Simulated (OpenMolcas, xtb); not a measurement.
A ladder of methods for GaBH3ClO (SMILES O[B](Cl)[GaH2])

GaBH3ClO: 7 atoms, total charge 0, spin state singlet. As SMILES, `O[B](Cl)[GaH2]`. Geometry: relaxed at PBE0-D4/def2-TZVP. This is one conformer, not always the lowest.

```xyz
7

O    -0.8455   -1.2291    0.9271
B    -0.0319   -0.6649    0.0179
Cl    0.8990   -1.7362   -1.0705
Ga    0.2024    1.4062   -0.1908
H    -0.8509   -2.1943    0.9059
H    -0.6913    2.2325   -1.1861
H     1.3180    2.1859    0.5965
```

Quantity: the HOMO–LUMO gap, in eV. The values are calculated.

```
                              level            kind     program  value (eV)   CPU time
                           GFN0-xTB  semi-empirical         xtb        3.73  under 2 s
    HF/6-31G* (spherical functions)    Hartree–Fock  OpenMolcas       11.44       10 s
 SVWN5/6-31G* (spherical functions)             LDA  OpenMolcas        3.73       23 s
   PBE/6-31G* (spherical functions)             GGA  OpenMolcas        3.92       30 s
  TPSS/6-31G* (spherical functions)        meta-GGA  OpenMolcas        4.25       36 s
r2SCAN/6-31G* (spherical functions)        meta-GGA  OpenMolcas        4.45       33 s
 BHLYP/6-31G* (spherical functions)   global hybrid  OpenMolcas        7.73       27 s
B2PLYP/6-31G* (spherical functions)   double hybrid  OpenMolcas        7.93       20 s
```

All-electron rows without a relativistic Hamiltonian named are non-relativistic. The values span 3.73 to 11.44 eV. Orbital gaps aren't excitation energies, and those of double hybrids come from the SCF part alone; they tend to grow with the share of exact exchange. CPU times are rough (shared hosts, several kinds of processor and program).
